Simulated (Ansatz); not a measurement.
```xyz
11

C     0.0322   -0.2933   -1.2827
C    -0.0433    0.6039   -0.0050
C     0.0374   -0.2624    1.3038
H     0.0328    0.3817   -2.1374
H     0.8800   -0.9197   -1.3690
H    -0.9103   -0.9491   -1.3021
H    -0.8790    1.2199   -0.0419
H     0.9135    1.2110   -0.0040
H     0.0069    0.3543    2.2199
H    -0.9353   -0.9148    1.3071
H     0.8800   -0.8857    1.2771
```

Basis set: 6-31G (spherical functions). Frozen core: 3 orbitals. Charge 0, multiplicity 1.

Computed with Ansatz (development build ahead of 0.2.0); each method stands on the lowest determinant of its kind that the runs found. Restricted open shells among the atoms or ions are ROHF, correlated in semicanonical orbitals with singles.

The atomization energy at this shape (free ground-state atoms in the same class of orbitals less the molecule, no zero-point energy) of singlet C₃H₈:

```tsv
method	atomization energy
RHF-MP2	37.88 eV
```

(1) What does RHF give?

Answers

(1) 32.18 eV.

This basis has no polarisation functions and is too small for such energies, which can lie far from measured ones in either direction.
